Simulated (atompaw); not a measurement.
# u(r) = r·R(r): atom against pseudo-atom (Be (Z = 4))

Columns: radius, all-electron u(r) and pseudo u(r) of the 2s shell (level -9.46 eV) of beryllium in the configuration [He] 2s1.5 2p0; LDA (PW92), scalar-relativistic, PAW (atompaw) scheme, atompaw 4.2.0.5.

| r (bohr) | all-electron | pseudo |
| --- | --- | --- |
| 0.115 | -0.2295 | 0.0339 |
| 0.231 | -0.2742 | 0.0682 |
| 0.346 | -0.2248 | 0.1025 |
| 0.462 | -0.1302 | 0.1375 |
| 0.577 | -0.0189 | 0.1726 |
| 0.692 | 0.0945 | 0.2082 |
| 0.808 | 0.2028 | 0.2446 |
| 0.923 | 0.2999 | 0.2810 |
| 1.038 | 0.3849 | 0.3177 |
| 1.154 | 0.4578 | 0.3547 |
| 1.269 | 0.5175 | 0.3910 |
| 1.385 | 0.5658 | 0.4270 |
| 1.500 | 0.6028 | 0.4613 |
| 1.615 | 0.6297 | 0.4938 |
| 1.731 | 0.6478 | 0.5239 |
| 1.846 | 0.6579 | 0.5502 |
| 1.962 | 0.6611 | 0.5725 |
| 2.077 | 0.6584 | 0.5895 |
| 2.192 | 0.6508 | 0.6008 |
| 2.308 | 0.6389 | 0.6057 |
| 2.423 | 0.6237 | 0.6039 |
| 2.538 | 0.6058 | 0.5958 |
| 2.654 | 0.5855 | 0.5816 |
| 2.769 | 0.5639 | 0.5629 |
| 2.885 | 0.5409 | 0.5408 |
| 3.000 | 0.5173 | 0.5173 |

(1) How many radial nodes do the two functions have?

(2) Is the pseudo-wave norm-conserving?

Results:

(1) The all-electron 2s function has n − l − 1 = 1; the pseudo-wave has 0, since the states of the same l below it are removed with the core.

(2) No, it belongs to a PAW set: the norm inside the radius is not constrained, and the difference is carried by the augmentation charge.
